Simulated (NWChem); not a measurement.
A series in which one site is exchanged, each optimised at PBE0/def2-SVP with NWChem, gas phase unless a solvent is named. Some are not confirmed as minima by frequencies. def2 effective core potentials on In, I; no spin-orbit coupling.

A: [F][In]([I])[I] (InI$_{2}$F; site = F)
B: [I][In]([I])[I] (InI₃; site = I)
C: [Cl][In]([I])[I] (InI2Cl; site = Cl)
D: [I][InH][I] (InHI2; site = H)

Task: Rank them by static polarisability, CAM-B3LYP/def2-SVPD (bohr³), lowest first.

Result: A (108.4), D (112.3), C (125.4), B (151.4)
